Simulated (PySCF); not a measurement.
A run for PySCF: R-M06-2X/def2-TZVPP on H2OSSi (SMILES O[Si]S), a point of a torsion scan.

```python
from pyscf import gto, dft

mol = gto.M(
    atom='''
    O    -1.09465322    0.30206896   -0.06329497
    Si   -0.13337758   -0.87752746   -0.68077840
    S     1.52824507   -0.55514436    0.68891020
    H    -1.96325539    0.50520700   -0.39583654
    H     0.96265573    0.43731909    1.36020051
    ''',
    basis='def2-tzvpp',
    charge=0, spin=0, verbose=4, max_memory=1800)
mf = dft.RKS(mol, xc='m062x').density_fit(auxbasis='def2-universal-jkfit')
mf.grids.level = 4
mf.conv_tol = 1e-9
mf.max_cycle = 150
mf.kernel()
mf.dip_moment()
```

**Question.** Give the final energy of this run.

**Answer.** -764.1485 hartree.
